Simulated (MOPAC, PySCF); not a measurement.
F3In, SMILES `[F][In]([F])[F]`, neutral singlet in the gas phase. 

Cartesian coordinates (Å):
SMILES: [F][In]([F])[F]
```xyz
4

F     -1.3729    -1.3543    -0.0113
In    -0.0002    -0.0002     0.0000
F     -0.4859     1.8658     0.0140
F      1.8590    -0.5113    -0.0027
```
Charge 0, spin multiplicity 1.

All levels are single points at this geometry (CAM-B3LYP-D3(BJ)/def2-SVP); Pople sets use spherical d functions. Orbital energies aren't observables, and empty levels follow the basis.

TPSSh-D3(BJ)/def2-TZVP in PySCF gives gap (eV) = 6.17.

Q: Estimate the gap (eV) from each of these levels: CAM-B3LYP-D3(BJ)/def2-TZVP in PySCF; PBE-D3(BJ)/def2-TZVP in PySCF; B3LYP/6-311+G** (LANL2DZ on In) in PySCF; B3LYP/6-31G* (LANL2DZ on In) in PySCF; B3LYP/LANL2DZ in PySCF; BP86/6-31G* (LANL2DZ on In) in PySCF; M06-2X/6-31G* (LANL2DZ on In) in PySCF; SVWN5/6-31G* (LANL2DZ on In) in PySCF; HF/6-31G* (LANL2DZ on In) in PySCF; AM1 in MOPAC; PM3 in MOPAC; PM6 in MOPAC.

A: 
```tsv
level	gap (eV)
CAM-B3LYP-D3(BJ)/def2-TZVP in PySCF	10.14
PBE-D3(BJ)/def2-TZVP in PySCF	4.74
B3LYP/6-311+G** (LANL2DZ on In) in PySCF	7.29
B3LYP/6-31G* (LANL2DZ on In) in PySCF	7.11
B3LYP/LANL2DZ in PySCF	7.00
BP86/6-31G* (LANL2DZ on In) in PySCF	4.77
M06-2X/6-31G* (LANL2DZ on In) in PySCF	10.81
SVWN5/6-31G* (LANL2DZ on In) in PySCF	4.70
HF/6-31G* (LANL2DZ on In) in PySCF	16.41
AM1 in MOPAC	10.44
PM3 in MOPAC	12.40
PM6 in MOPAC	12.98
```
